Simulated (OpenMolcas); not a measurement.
Computed levels of 4d³ in ions with 39 electrons, in cm-1 above ⁴F_3/2.

| Item | Value |
| --- | --- |
| Program | OpenMolcas |
| Method | CASSCF |
| Basis | ANO-RCC-VQZP |
| Scalar Hamiltonian | DKH2, point nucleus |
| Spin-orbit coupling | RASSI with atomic mean-field integrals over the reference wave functions, term energies averaged over their components |

Active space for each ion: 3 electrons in 5 orbitals (4d).

```
 Level   Tc4+   Rh6+   Pd7+
⁴F_5/2   1004   1743   2234
⁴F_7/2   2278   3868   4893
⁴F_9/2   3733   6188   7724
⁴P_1/2  14946  18265  19946
⁴P_3/2  15017  18142  19641
²G_7/2  16445  20553  22711
⁴P_5/2  16523  20957  23357
²G_9/2  17314  21655  23882
²P_1/2  21365  26715  29550
```

Q: Estimate ⁴F_9/2, ⁴P_1/2, ⁴P_3/2 for Ru5+ from its neighbours Tc4+ and Rh6+.

A: ⁴F_9/2 is fine structure, which grows about as the fourth power of a screened charge, so the fourth roots are averaged: ((3733^0.25 + 6188^0.25) / 2)^4 = 4845. The calculation gives 4881, so the estimate is off by -0.7 %.
⁴P_1/2 is another term, which grows about linearly with the charge: (14946 + 18265) / 2 = 16606. The calculation gives 16620, so the estimate is off by -0.1 %.
⁴P_3/2 is another term, which grows about linearly with the charge: (15017 + 18142) / 2 = 16580. The calculation gives 16618, so the estimate is off by -0.2 %.

Mixed levels, with the weight of the term that names them: Rh6+ ²G_9/2 (70 %), Pd7+ ²G_9/2 (64 %).

Without dynamic correlation excited terms often stand tens of per cent too high (terms of higher spin than the ground term too low), and those without a measured partner can miss by more than the paired ones. Levels of configurations outside the active space are missing.
